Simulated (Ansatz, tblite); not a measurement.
Removing an electron: Te2Pd⁻. Charge -1, multiplicity 2. Geometry: PBE-D4/def2-TZVPD. Ansatz, gas phase; energy differences of separate SCF runs; the oxidised species is a triplet (the singlet lies 0.42 eV higher at PBE0-D4/def2-TZVPD).

Cartesian coordinates in Å:
```
Pd 0.5521 -0.8645 0.6079
Te -0.0658 -0.4381 -1.7326
Te -0.4863 1.3026 1.1247
```

In the def2 sets Pd, Te take a core potential; there is no spin–orbit coupling. The xTB rows come from tblite. Another isomer (doublet) lies 0.17 eV lower at PBE0-D4/def2-TZVPD.

| level | −HOMO (eV) | vertical IE (eV) | −LUMO (eV) | HOMO–LUMO gap (eV) |
| --- | --- | --- | --- | --- |
| GFN2-xTB | – | 7.91 | – | – |
| PBE-D4/def2-TZVPD | 0.36 | 2.66 | -0.08 | 0.44 |
| r2SCAN-D4/def2-TZVPD | 0.49 | 2.69 | -0.13 | 0.61 |

(1) Estimate the rows for GFN1-xTB, PBE0-D4/def2-TZVPD.

Results:

(1) 
| level | −HOMO (eV) | vertical IE (eV) | −LUMO (eV) | HOMO–LUMO gap (eV) |
| --- | --- | --- | --- | --- |
| GFN1-xTB | – | 6.61 | – | – |
| PBE0-D4/def2-TZVPD | 1.14 | 2.72 | -0.65 | 1.80 |

  HOMO and LUMO are the levels of the spin that leaves or enters (xTB has no such levels and no spin-polarisation term). Other spin states of the ions may lie lower, which would lower the ionisation energy or raise the affinity. Raw xTB energy differences between charge states are shifted by several eV; the methods need an empirical correction for them.
